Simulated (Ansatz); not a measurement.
Born–Oppenheimer molecular dynamics of AsH2O (4 atoms, charge 0, multiplicity 2). It starts at the highest image of a converged band. Of that band: The profile has 2 maxima (images 2, 7) with wells between them (image 4): this band takes more than one step, which may be the mechanism or a detour left from its start path. Neighbouring images differ by up to 1.3 eV, so the band resolves the path poorly. A vibrational analysis at the climbing image gives one clearly imaginary mode, 1642i cm⁻¹: a first-order saddle point.

All numbers below come from UKS B3LYP/def2-SVP (Ansatz).

```json
{
  "ensemble": "NVE (velocity Verlet)",
  "time step": "0.5 fs",
  "steps asked": "200",
  "starting velocities drawn for": "100 K",
  "seed": "11496"
}
```

First frame:

```xyz
4
Properties=species:S:1:pos:R:3
O -0.760 -0.782 0.632
As 0.347 0.617 0.383
H 0.558 -0.929 -0.003
H -0.145 1.095 -1.012
```

How far do the bonds stretch over the last three quarters of this one trajectory? (Pairs bonded in most of those frames.)


```csv
bond,mean (Å),spread (Å),shortest,longest
O1–As2,1.738,0.114,1.53,1.91
As2–H3,1.566,0.028,1.51,1.65
As2–H4,1.551,0.033,1.50,1.61
```

Mean temperature of the second half: 2248 K. The conserved energy stayed within 0.19 meV per atom of its start (net change 0.054 meV per atom), so the integration is sound. The system heated up, since it started high on the potential surface and ran downhill. A run of 0.1 ps of so small a system gives no equilibrium averages.

The run took 5.5 min on 1 thread of Intel(R) Xeon(R) Platinum 8488C (Sapphire Rapids), on a shared host, peak memory 0.16 GiB.
